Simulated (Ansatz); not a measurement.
Born–Oppenheimer molecular dynamics of Cl₃HSn (5 atoms, charge 0, multiplicity 1). It starts from a relaxed structure.

Level of theory: Ansatz, RHF/def2-SVP.

- ensemble: NVE (velocity Verlet)
- time step: 3 fs
- steps asked: 40
- starting velocities drawn for: 500 K
- seed: 983594

First frame:

```xyz
5
Properties=species:S:1:pos:R:3
Sn 0.000 0.000 0.036
H 0.000 0.000 1.721
Cl 2.167 0.000 -0.808
Cl -1.083 1.876 -0.809
Cl -1.083 -1.876 -0.809
```

**Question.** How far do the bonds stretch over the last three quarters of this one trajectory? (Pairs bonded in most of those frames.)

**Answer.** 
```json
{"bond": "Sn1–H2", "mean (Å)": "1.694", "spread (Å)": "0.046", "shortest": "1.62", "longest": "1.76"}
{"bond": "Sn1–Cl3", "mean (Å)": "2.332", "spread (Å)": "0.012", "shortest": "2.31", "longest": "2.35"}
{"bond": "Sn1–Cl4", "mean (Å)": "2.326", "spread (Å)": "0.014", "shortest": "2.31", "longest": "2.35"}
{"bond": "Sn1–Cl5", "mean (Å)": "2.333", "spread (Å)": "0.021", "shortest": "2.30", "longest": "2.36"}
```

Mean temperature of the second half: 175 K. The conserved energy stayed within 2.8 meV per atom of its start (net change 1.5 meV per atom), so the integration is sound. A step of 3 fs is long for free X–H stretches (periods near 10 fs) and can bias their spread and the temperature. A run of 0.12 ps of so small a system gives no equilibrium averages.

The run took 87 s on 1 thread of Arm Neoverse V1, on a shared host, peak memory 0.18 GiB.
